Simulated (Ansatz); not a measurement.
Reaction (formal exchange of groups at the Al–C bond): `CC1=[C]([AlH2])N1` + `BO[SiH3]` → `[AlH2][BH]O[SiH3]` + `CC1=CN1`

Computed with Ansatz on PBE0-D4/def2-TZVP structures; ΔE is electronic, products minus reactants. CBS: MP2 limit from def2 TZ/QZ plus the TZ coupled-cluster correction, frozen cores. Functionals use def2-TZVPP. B3LYP here is the variant with VWN-RPA as its local correlation; programs differ in this. One conformer a species, not always the lowest.

| level | ΔE (eV) |
| --- | --- |
| B3LYP-D4 | 1.12 |
| MP2/def2-TZVPP | 1.19 |
| HF/def2-QZVPP | 1.15 |
| CCSD/CBS(def2) | 1.05 |

(1) What does CCSD(T)/CBS give? (Best estimate.)

Largest T1 diagnostic among the species: 0.013.

Results:

(1) The calculation gave: +1.07 eV. The listed levels differ from it by 0.05, 0.12, 0.08, -0.02 eV.
